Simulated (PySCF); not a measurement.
Sn(F)2(Br)(NH2) (BrF₂H₂NSn), SMILES [NH2][Sn]([F])([F])[Br].

The structure is a stationary point at PBE0-D3(BJ)/def2-SVP. A frequency run showed that this geometry is not a minimum. The structure was generated by enumeration; whether it is a known compound was not checked. The def2 effective core potentials stand for the cores of Sn; spin–orbit coupling is left out. The values are those of a single conformer.

All values below come from TDDFT-PBE/def2-SVPD run with PySCF 2.14.0.

Vertical excitations. 

Problem. List the lowest excited states. (An estimate is asked for; the answer gives what the named calculation found.)

Solution. 
| state | energy (eV) | λ (nm) | f | main pairs |
|---|---|---|---|---|
| S1 | 3.94 | 314 | 0.014 | HOMO→LUMO 97 % |
| S2 | 4.42 | 281 | 0.009 | HOMO−2→LUMO 99 % |
| S3 | 4.43 | 280 | 0.019 | HOMO−1→LUMO 97 % |
| S4 | 5.78 | 214 | 0.009 | HOMO−4→LUMO 91 % |
| S5 | 5.82 | 213 | 0.002 | HOMO−5→LUMO 92 % |
| S6 | 5.85 | 212 | 0.111 | HOMO−3→LUMO 84 % |
| S7 | 5.95 | 208 | 0.021 | HOMO−6→LUMO 94 % |
| S8 | 6.44 | 193 | 0.002 | HOMO→LUMO+1 99 % |
| S9 | 6.84 | 181 | 0.048 | HOMO→LUMO+2 97 % |
| S10 | 6.92 | 179 | 0.011 | HOMO−7→LUMO 57 %, HOMO−2→LUMO+1 35 % |
| T1 | 3.47 | 357 | 0 | HOMO→LUMO 99 % |
| T2 | 4.03 | 307 | 0 | HOMO−1→LUMO 100 % |
| T3 | 4.06 | 306 | 0 | HOMO−2→LUMO 100 % |
| T4 | 5.13 | 242 | 0 | HOMO−3→LUMO 98 % |
Triplets are in the Tamm–Dancoff approximation, which puts them higher than full response would, so one can lie above its singlet here.
